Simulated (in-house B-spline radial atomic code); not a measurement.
A calculation on Ru⁶⁺: its settings, and results tabulated from the run. Level of theory: non-relativistic TPSSh, spin-polarised, spherical fractional occupations, exact exchange averaged over the configuration, point nucleus; calculated with a radial B-spline atomic code at the basis-set limit.

Command:
```bash
python run_scf.py task.json out
```
Settings:
```
Z                44
configuration    [Kr] 4d2
hamiltonian      nr
method           tpssh
spin_polarised   True
exact_exchange   averaged over the configuration
```

Output (hartree, bohr):
```
 radial grid: 48 intervals, B-splines of order 8, outer radius 15.5224 bohr

 iter        energy (Eh)    residual
    1       -4434.771902    6.84e-02
    2       -4434.775390    1.68e-03
    3       -4434.775410    5.26e-04
    4       -4434.775411    2.18e-04
    5       -4434.775411    3.70e-05
    6       -4434.775411    1.36e-05
    7       -4434.775411    5.55e-07
    8       -4434.775411    7.67e-08

 total energy                     -4434.77541
 kinetic                            4432.9536
 electron-nucleus                 -10430.3273
 Hartree                            1690.6447
 exact exchange                      -12.5836
 exchange-correlation               -115.4629

 orbital      occ     eigenvalue          <r>       <r^2>       <1/r>       <r^4>       r_max
 1s up      1.000      -789.3074     0.034617  0.00160345     43.4936 6.51455e-06     0.02291
 1s down    1.000      -789.3077    0.0346169  0.00160345     43.4936 6.51455e-06     0.02291
 2s up      1.000      -114.6804     0.150758   0.0267148     9.84699   0.0012179      0.1276
 2s down    1.000      -114.6640     0.150748   0.0267115     9.84784  0.00121764      0.1276
 2p up      3.000      -106.2557     0.129141   0.0203108     9.83505 0.000813921      0.1003
 2p down    3.000      -106.2426      0.12913   0.0203072     9.83581 0.000813651      0.1003
 3s up      1.000       -23.0690     0.413705    0.195666     3.45833     0.05877      0.3721
 3s down    1.000       -23.0624     0.413681    0.195615     3.45783      0.0587      0.3721
 3p up      3.000       -19.7539     0.407443    0.192727     3.36679   0.0599446      0.3593
 3p down    3.000       -19.7448     0.407397    0.192643     3.36635   0.0598341      0.3593
 3d up      5.000       -13.6958     0.382832    0.175157      3.1977   0.0581588      0.3011
 3d down    5.000       -13.6781      0.38278    0.175039     3.19731   0.0579633      0.3013
 4s up      1.000        -5.9231      1.01181     1.15135     1.34072     1.92716      0.9275
 4s down    1.000        -5.8362      1.00981      1.1476     1.34551     1.91944      0.9249
 4p up      3.000        -4.8791      1.07378     1.30515     1.24757     2.53687      0.9706
 4p down    3.000        -4.7857      1.07289     1.30431     1.25066     2.54359      0.9682
 4d up      2.000        -3.1882       1.2515     1.80131     1.04331     5.14625       1.089
```

Run time, properties included: 0.45 s on 1 thread of Intel(R) Xeon(R) 6975P-C, on a shared host.
